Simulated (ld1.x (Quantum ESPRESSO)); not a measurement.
**u(r) = r·R(r): atom against pseudo-atom (Tb)**

Columns: radius, all-electron u(r) and pseudo u(r) of the 6s shell (level -12.24 eV) of terbium in the configuration [Kr] 4d10 4f8 5s2 5p6 5d1 6s0.5 6p0; PBE, scalar-relativistic, PAW scheme, ld1.x (Quantum ESPRESSO) 7.5.

```csv
r (bohr),all-electron,pseudo
0.168,0.1302,0.2059
0.335,-0.1254,0.3787
0.503,-0.1521,0.4957
0.670,0.0647,0.5426
0.838,0.2472,0.5208
1.005,0.3111,0.4421
1.172,0.2744,0.3248
1.340,0.1738,0.1865
1.508,0.0434,0.0434
1.675,-0.0925,-0.0938
1.842,-0.2202,-0.2204
2.010,-0.3327,-0.3327
2.178,-0.4260,-0.4260
2.345,-0.4990,-0.4990
2.512,-0.5535,-0.5535
2.680,-0.5913,-0.5913
2.848,-0.6140,-0.6140
3.015,-0.6240,-0.6240
3.182,-0.6234,-0.6234
3.350,-0.6141,-0.6141
3.518,-0.5979,-0.5979
3.685,-0.5764,-0.5764
3.852,-0.5510,-0.5510
4.020,-0.5227,-0.5227
4.188,-0.4926,-0.4926
4.355,-0.4618,-0.4618
```

Problem. How many radial nodes do the two functions have?

Solution. The all-electron 6s function has n − l − 1 = 5 (the table is too coarse to show those close to the nucleus); the pseudo-wave has 1, since 1 lower shell of the same l stays in the valence.

Problem. At about which radius was the pseudo-wave matched?

Solution. 1.95 bohr, where the columns begin to agree (steps of 0.17 bohr).

Problem. Is the pseudo-wave norm-conserving?

Solution. No, it belongs to a PAW set: the norm inside the radius is not constrained, and the difference is carried by the augmentation charge.
